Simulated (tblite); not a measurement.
Species: C5H5FS (charge -1 and doublet state).
Cartesian coordinates in Å at the GFN2-xTB level; atoms count from 1:
```xyz
12
C5H5FS angstrom
C      1.7275   -0.6858    0.5724
C      1.1520    0.0853   -0.3583
C     -0.2437    0.3939   -0.4936
C     -0.6654    1.1560   -1.5199
S     -2.0859    1.6978   -2.1261
C     -1.2204   -0.1986    0.4923
F     -1.0193    0.2259    1.8110
H      2.7930   -0.8625    0.5790
H      1.1691   -1.1549    1.3646
H      1.7843    0.5375   -1.1170
H     -2.2415    0.1005    0.2365
H     -1.1486   -1.2955    0.5331
```

Computed with GFN2-xTB (tblite): harmonic, unscaled wavenumbers at the GFN2-xTB geometry, gas phase. Against measured fundamentals such values can be off by several per cent, at times by over 20. One conformer, not necessarily the lowest. Open shells enter through the occupations alone, without spin polarisation, and single modes of such species can be off by tens of per cent.

Harmonic wavenumbers (cm⁻¹): 80.5, 117.8, 140.2, 196.2, 244.5, 301.7, 409.7, 451.5, 526.0, 644.9, 767.5, 777.5, 919.9, 923.6, 988.4, 992.8, 1044.2, 1220.5, 1235.1, 1295.1, 1315.0, 1428.9, 1446.7, 1572.6, 1643.4, 2857.6, 2950.9, 3004.4, 3058.5, 3108.3.

A = 3694, B = 1286, C = 989.0 MHz; mass 116.010 u (most abundant isotopes); point group C1, symmetry number 1; spin multiplicity 2.

Problem. Zero-point energy?

Solution. ½Σν̃ = 17832 cm⁻¹ = 50.98 kcal/mol.

Problem. What is S at 273.15 K and 1 bar for an ideal gas of classical rigid rotors and harmonic oscillators?

Solution. Translation 39.75, rotation 28.35, vibration 17.30, spin (R ln 2) 1.38: S = 86.8 cal/(mol K).

Problem. And Cp and H(273.15 K) − H(0)?

Solution. Cp = 26.82 cal/(mol K), of which vibrations give 18.87 (their classical limit is 30 R = 59.6); H(273.15 K) − H(0) = 4.80 kcal/mol without the zero-point energy, 2.63 from vibrations.

Problem. How do the functions run with temperature in this model?

Solution. 
| T (K) | S (cal/(mol K)) | Cp (cal/(mol K)) | H − H(0) (kcal/mol) | G − H(0) (kcal/mol) | ln q(vib) |
| --- | --- | --- | --- | --- | --- |
| 150 | 73.3 | 19.0 | 1.98 | -9.02 | 1.68 |
| 250 | 84.5 | 25.4 | 4.19 | -16.92 | 3.45 |
| 298.15 | 89.2 | 28.4 | 5.49 | -21.11 | 4.31 |
| 400 | 98.4 | 34.3 | 8.69 | -30.67 | 6.09 |
| 600 | 114.1 | 43.3 | 16.52 | -51.97 | 9.47 |
| 900 | 133.4 | 51.5 | 30.86 | -89.21 | 14.14 |

q(vib) and H(0) count from the zero-point level.

Problem. Blend soft modes into free rotors: weight 1/[1 + (100 cm⁻¹/ν̃)⁴] for the oscillator and the rest for a rotor with moment μB/(μ + B), μ = h/(8π²ν), B = 10⁻⁴⁴ kg m². What vibrational entropy results?

Solution. 16.65 cal/(mol K) in place of 17.30, which changes −T·S at 273.15 K by +0.18 kcal/mol.

Hindered rotation and anharmonicity are outside this model. Other conformers, if any are populated, would add a mixing term that is left out. The structure is chiral; the term R ln 2 for an equal mix with its mirror image is left out.
